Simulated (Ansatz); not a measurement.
Sn(Cl)(Br)(OH)2 (BrClH2O2Sn), SMILES [Br][Sn]([OH])([Cl])[OH].

Geometry: PBE0-D3(BJ)/def2-SVP. The structure was generated by enumeration; whether it is a known compound was not checked. The def2 effective core potentials stand for the cores of Sn; spin–orbit coupling is left out. One conformer was computed; it need not be the lowest.

Two levels are set side by side: PBE/def2-SVPD (Ansatz, an electronic-structure program) and PBE0/def2-SVPD (Ansatz). Energy differences of separate SCF runs at the same geometry; the states with an electron removed or added have multiplicity 2 and 2. Differences are taken from unrounded values.

| quantity | PBE0 | PBE | PBE minus PBE0 |
|---|---|---|---|
| vertical ionisation energy (eV) | 11.13 | 10.42 | -0.71 |
| vertical electron affinity (eV) | 1.24 | 1.35 | 0.11 |
| vertical singlet–triplet gap (eV) | 4.65 | 3.93 | -0.72 |
